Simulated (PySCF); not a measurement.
C4H12O2Si (SMILES CO[Si](C)(C)OC), singlet, at a GFN2-xTB geometry, atoms displaced at random by about 0.03 Å a coordinate; DF-R2SCAN/STO-3G, gradient (PySCF).

Input for PySCF:
```python
from pyscf import gto, scf, dft

mol = gto.Mole()
mol.atom = '''
    C    -2.042953   -1.428829    0.474734
    O    -0.708000   -1.025373    0.616658
    Si   -0.076701    0.333849   -0.104410
    C    -0.783676    1.938898    0.371545
    C    -0.204717    0.106880   -2.016507
    O     1.469618    0.358371    0.445055
    C     2.415843   -0.617172    0.426493
    H    -2.134860   -2.346149    1.115321
    H    -2.281339   -1.678826   -0.470225
    H    -2.764972   -0.624201    0.844016
    H    -1.854810    2.093844    0.101614
    H    -0.215844    2.822490    0.018867
    H    -0.792311    2.063945    1.443340
    H     0.268470   -0.857506   -2.299817
    H     0.453703    0.867856   -2.511654
    H    -1.139655    0.236820   -2.400293
    H     3.278910   -0.256314    1.102464
    H     1.964833   -1.505648    0.903731
    H     2.786137   -0.822412   -0.590250
'''
mol.basis = 'sto-3g'
mol.charge = 0
mol.spin = 0
mol.verbose = 3
mol.build()

mf = dft.RKS(mol)
mf.xc = 'r2scan'
mf = mf.density_fit(auxbasis='def2-universal-jkfit')
mf.kernel()
g = mf.nuc_grad_method()
g.auxbasis_response = False
grad = g.kernel()
```

The log (banner, timings and long lists left out):

```
converged SCF energy = -592.120510957295
--------------- DFRKS gradients ---------------
         x                y                z
0 C    -0.0000843302    -0.0313572208    -0.1042517373
1 O    -0.0390903993     0.0095068157    -0.0245009647
2 Si     0.0041934661     0.0218315163     0.0518509347
3 C     0.0249188171    -0.0397498696    -0.0072456200
4 C    -0.1029170944    -0.0042712391    -0.0310571763
5 O     0.0272897420    -0.0866494320    -0.0124069969
6 C    -0.0268040566     0.0210786457    -0.0285219715
7 H     0.0096605936    -0.0085024042     0.0047990102
8 H     0.0308366003     0.0255927239     0.1001373663
9 H    -0.0040948169     0.0187182104     0.0055622656
10 H    -0.0162066812     0.0056500871     0.0061378407
11 H     0.0040591858     0.0116440982     0.0055504995
12 H    -0.0034225449     0.0030034251    -0.0175204462
13 H     0.0166146325    -0.0060256437    -0.0007233312
14 H     0.0121740940     0.0082504580    -0.0097382314
15 H     0.0683522060    -0.0004959789     0.0261821924
16 H     0.0139570672     0.0136296146     0.0202310965
17 H    -0.0137500578     0.0221837257     0.0029524958
18 H    -0.0106554458     0.0116487374     0.0075974019
----------------------------------------------
```
